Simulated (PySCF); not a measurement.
A survey of ¹⁷O NMR shifts

PySCF 2.14.0 with density-fitted response routines calculation with NMR shieldings at PBE0/pcSseg-1/GIAO and coordinates at the GFN2-xTB level; fast rotation and ring inversion assumed for equivalent nuclei, one conformer, no relativistic terms, isolated molecule.

Shieldings were converted by a linear fit to measured shifts: ¹⁷O (scatter 10.7 ppm rms, 12.2 ppm with the 3 outliers that the fit left out vs liquid water, solution or neat liquid). Occasional misses reach two or three times the rms, and more in compound classes unlike the fitted ones.

Task: Give the ¹⁷O shifts of `CNc1ccoc(=O)c1`, `C=C(C)C[C@H]1CSCC1=O`, `O=P(O)(O)c1ccccc1F`, `CO[SiH](OC)C1CC1`, `CC(=O)C(C#N)C(C)=O`.

Result: 
| compound | environment | δ (ppm) |
| --- | --- | --- |
| [CH3:1][NH:2][c:3]1[cH:4][cH:5][o:6][c:7](=[O:8])[cH:9]1 | O8: carbonyl oxygen | 321.3 |
| [CH3:1][NH:2][c:3]1[cH:4][cH:5][o:6][c:7](=[O:8])[cH:9]1 | O6: ring oxygen | 226.4 |
| C=C(C)C[C@H]1CSCC1=O | ketone oxygen | 561.7 |
| [O:1]=[P:2]([OH:3])([OH:4])[c:5]1[cH:6][cH:7][cH:8][cH:9][c:10]1[F:11] | O1: P=O oxygen | 128.8 |
| [O:1]=[P:2]([OH:3])([OH:4])[c:5]1[cH:6][cH:7][cH:8][cH:9][c:10]1[F:11] | O3/4: oxygen bonded to P, H (×2) | 62.8 |
| CO[SiH](OC)C1CC1 | oxygen bonded to C, Si (×2) | -21.7 |
| CC(=O)C(C#N)C(C)=O | ketone oxygen (×2) | 568.3 |
